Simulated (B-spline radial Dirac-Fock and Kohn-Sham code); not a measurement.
**Kohn-Sham estimates against Dirac-Fock for the levels of Ga⁴⁺**

System: gallium as Ga⁴⁺, configuration [Ar] 3d9.

The density-functional columns are spherical, spin-unpolarised Dirac-Kohn-Sham results without Breit or QED terms: −ε is minus the orbital energy of the initial state and ΔSCF the difference of two total energies. The reference in the last column comes from Dirac-Fock energy differences between relaxed states, corrected for Breit and QED terms. All numbers are from a radial atomic solver, in eV; a selection of levels is shown. The Kohn-Sham columns are given as differences from the reference. For the 1s level of heavy atoms much of the gap between ΔSCF and the reference is the Breit and QED part, -20.2 eV here; for other levels the error of the functional can be larger.

```
     level  PBE −ε − DF  PBE ΔSCF − DF  LDA −ε − DF  LDA ΔSCF − DF  Dirac-Fock
    K (1s)       -154.4          +38.8       -173.5          +19.0     10441.0
   L1 (2s)        -57.2          -24.7        -59.4          -26.7      1378.6
L2 (2p1/2)        -40.6           -1.1        -41.2           -1.6      1217.2
L3 (2p3/2)        -41.2           -2.5        -41.7           -3.0      1190.1
   M1 (3s)        -26.2          -12.5        -26.8          -13.1       232.2
M2 (3p1/2)        -19.7           -6.3        -19.8           -6.4       178.7
M3 (3p3/2)        -19.7           -6.4        -19.8           -6.5       175.0
 M4,5 (3d)        -10.2           +2.5         -9.8           +2.8       85.86
```

Values without a named source are computed, but for edge energies of neutral atoms, which are taken from tables.
